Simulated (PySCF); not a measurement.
Simulation results for BH5NOSi, CH6BNSi, B2H4OSi, B2H5O2

All values are calculated (PySCF 2.14.0). Calculation on a computer-drawn molecule: optimised geometry and harmonic frequencies of an isolated molecule of the commonest isotopes, restricted reference for singlets and unrestricted otherwise, frozen core in MP2.

Common to all runs: multiplicity 1; method HF.

```yaml
- entry: 1
  formula: BH5NOSi
  start_structure:
    atoms_angstrom:
      - [B, -0.6898, 1.0048, -0.4747]
      - ["N", 0.1917, 1.7281, -1.304]
      - [Si, 1.9492, 1.588, -1.3878]
      - [O, 2.5851, 0.4779, -0.419]
      - [H, -0.3322, 0.1481, 0.2039]
      - [H, -1.8131, 1.3036, -0.6253]
      - [H, -0.2371, 2.4481, -1.8595]
      - [H, 2.6634, 2.4408, -2.2772]
      - [H, 3.3811, 0.1066, -0.1787]
  given:
    charge: 1
    basis: "cc-pV(D+d)Z"
    drawn_bonds_atom: [1, 2, 3, 1, 1, 2, 3, 4]
    drawn_bonds_other_atom: [2, 3, 4, 5, 6, 7, 8, 9]
    drawn_bonds_order: [1, 1, 1, 1, 1, 1, 1, 1]
  results:
    optimised_atom_element: [B, "N", Si, O, H, H, H, H, H]
    "optimised_atom_x [angstrom]": [-0.7267, 0.2415, 1.872, 2.517, -0.3097, -1.873, -0.1424, 2.693, 3.426]
    "optimised_atom_y [angstrom]": [0.9991, 1.744, 1.554, 0.4644, 0.1544, 1.285, 2.454, 2.38, 0.2106]
    "optimised_atom_z [angstrom]": [-0.4902, -1.301, -1.336, -0.415, 0.2348, -0.6061, -1.906, -2.204, -0.2986]
    "modes_frequency [cm^-1]": [174.3, 199.7, 311.2, 407.8, 429.1, 657.1, 662.4, 815.4, 820.8, 899.8, 1019, 1104, 1134, 1186, 1337, 1437, 2490, 2757, 2874, 3739, 4101]
    "modes_reduced_mass [dalton]": [2.425, 3.417, 1.187, 3.487, 1.111, 1.222, 1.3, 2.122, 1.113, 1.353, 1.701, 1.358, 2.801, 3.91, 1.201, 1.535, 1.046, 1.048, 1.139, 1.076, 1.07]
    "rotational_constants [GHz]": [13.63, 4.333, 3.288]
    "total_energy [hartree]": -445.6867
    "convergence_status_largest_gradient_component [hartree/bohr]": 1.221e-05
- entry: 2
  formula: CH6BNSi
  start_structure:
    atoms_angstrom:
      - [B, 0.0217, -0.7824, -1.7068]
      - ["N", 0.4295, -2.102, -1.4725]
      - [Si, -0.1365, -3.5827, -2.2945]
      - [C, -2.0559, -3.3751, -2.1929]
      - [H, 0.5871, 0.0387, -1.0692]
      - [H, -0.6806, -0.4792, -2.5862]
      - [H, 1.1252, -2.3108, -0.7176]
      - [H, -2.5969, -4.1719, -2.8629]
      - [H, -2.3545, -2.4316, -2.5083]
      - [H, -2.4204, -3.526, -1.1891]
  given:
    charge: 0
    basis: "cc-pV(D+d)Z"
    drawn_bonds_atom: [1, 2, 3, 1, 1, 2, 4, 4, 4]
    drawn_bonds_other_atom: [2, 3, 4, 5, 6, 7, 8, 9, 10]
    drawn_bonds_order: [1, 1, 1, 1, 1, 1, 1, 1, 1]
  results:
    optimised_atom_element: [B, "N", Si, C, H, H, H, H, H, H]
    "optimised_atom_x [angstrom]": [-0.05219, 0.4601, -0.216, -2.016, 0.6719, -1.193, 1.429, -2.554, -2.07, -2.541]
    "optimised_atom_y [angstrom]": [-0.8563, -2.179, -3.756, -3.338, 0.05571, -0.6434, -2.237, -4.256, -2.666, -2.848]
    "optimised_atom_z [angstrom]": [-1.495, -1.496, -1.855, -2.313, -1.194, -1.791, -1.231, -2.562, -3.176, -1.486]
    "modes_frequency [cm^-1]": [128.9, 156.3, 247.1, 315.5, 383.2, 637.9, 670.6, 718.8, 848.9, 905.1, 1023, 1108, 1211, 1367, 1376, 1477, 1534, 1554, 2669, 2746, 3152, 3231, 3244, 3768]
    "modes_reduced_mass [dalton]": [1.056, 2.918, 2.736, 1.15, 2.895, 1.175, 4.392, 4.162, 1.363, 1.102, 1.379, 1.375, 1.852, 1.262, 1.322, 1.639, 1.05, 1.057, 1.059, 1.124, 1.036, 1.099, 1.102, 1.075]
    "rotational_constants [GHz]": [10.25, 4.446, 3.162]
    "total_energy [hartree]": -409.4543
    "convergence_status_largest_gradient_component [hartree/bohr]": 2.073e-05
- entry: 3
  formula: B2H4OSi
  start_structure:
    atoms_angstrom:
      - [B, -0.6626, 1.7323, 3.0388]
      - [O, -0.3525, 0.7753, 2.154]
      - [B, -0.0495, -0.1155, 1.2336]
      - [Si, 0.8499, 0.488, -0.3862]
      - [H, -1.7765, 2.0606, 3.0624]
      - [H, 0.2096, 2.2323, 3.6641]
      - [H, -0.0794, -1.2537, 1.5534]
      - [H, -0.1154, 0.5785, -1.5827]
  given:
    charge: 0
    basis: "cc-pV(D+d)Z"
    drawn_bonds_atom: [1, 2, 3, 1, 1, 3, 4]
    drawn_bonds_other_atom: [2, 3, 4, 5, 6, 7, 8]
    drawn_bonds_order: [1, 1, 1, 1, 1, 1, 1]
  results:
    optimised_atom_element: [B, O, B, Si, H, H, H, H]
    "optimised_atom_x [angstrom]": [-0.5756, 0.1178, -0.07705, 1.109, -1.456, -0.2699, -0.9344, 0.1098]
    "optimised_atom_y [angstrom]": [1.637, 1.293, 0.1812, -0.1341, 0.9303, 2.658, -0.6088, 0.5411]
    "optimised_atom_z [angstrom]": [3.052, 1.93, 1.146, -0.498, 3.46, 3.599, 1.469, -1.422]
    "modes_frequency [cm^-1]": [109.3, 145.7, 247.5, 308.4, 329.8, 514.3, 601.7, 925.9, 1019, 1130, 1148, 1191, 1353, 1397, 2129, 2621, 2683, 2762]
    "modes_reduced_mass [dalton]": [3.167, 4.288, 1.093, 1.46, 3.323, 1.109, 2.986, 1.54, 1.47, 2.494, 1.371, 1.391, 1.845, 3.036, 1.041, 1.084, 1.051, 1.131]
    "rotational_constants [GHz]": [38.56, 2.435, 2.338]
    "total_energy [hartree]": -415.4936
    "convergence_status_largest_gradient_component [hartree/bohr]": 6.848e-06
- entry: 4
  formula: B2H5O2
  start_structure:
    atoms_angstrom:
      - [B, 1.3577, 1.7521, 0.5788]
      - [O, 0.3714, 0.8425, 0.504]
      - [B, -0.3179, 0.2942, -0.6785]
      - [O, -0.2612, 1.1481, -1.7897]
      - [H, 1.7327, 1.9335, 1.7602]
      - [H, 1.7946, 2.4955, -0.1446]
      - [H, 0.2067, -0.7686, -0.971]
      - [H, -1.47, 0.1464, -0.3298]
      - [H, 0.5864, 1.4815, -1.9186]
  given:
    charge: -1
    basis: aug-cc-pVDZ
    drawn_bonds_atom: [1, 2, 3, 1, 1, 3, 3, 4]
    drawn_bonds_other_atom: [2, 3, 4, 5, 6, 7, 8, 9]
    drawn_bonds_order: [1, 1, 1, 1, 1, 1, 1, 1]
  results:
    optimised_atom_element: [B, O, B, O, H, H, H, H, H]
    "optimised_atom_x [angstrom]": [1.338, 0.1729, -0.3062, -0.524, 1.617, 2.2, 0.5721, -1.377, 0.308]
    "optimised_atom_y [angstrom]": [1.679, 1.108, 0.3646, 1.321, 2.262, 1.667, -0.4764, -0.1773, 1.577]
    "optimised_atom_z [angstrom]": [0.7324, 0.5898, -0.6776, -1.778, 1.773, -0.1362, -0.9699, -0.3894, -2.134]
    "modes_frequency [cm^-1]": [63.47, 259.0, 308.9, 342.5, 488.7, 731.1, 898.9, 948.4, 1044, 1099, 1123, 1218, 1241, 1290, 1294, 1530, 2244, 2374, 2460, 2484, 4194]
    "modes_reduced_mass [dalton]": [2.504, 1.806, 1.158, 1.364, 4.361, 4.757, 1.248, 5.248, 1.133, 1.384, 1.385, 1.268, 1.276, 1.147, 1.185, 4.695, 1.084, 1.067, 1.116, 1.056, 1.066]
    "rotational_constants [GHz]": [18.79, 5.113, 4.46]
    "total_energy [hartree]": -202.1365
    "convergence_status_largest_gradient_component [hartree/bohr]": 2.03e-05
```
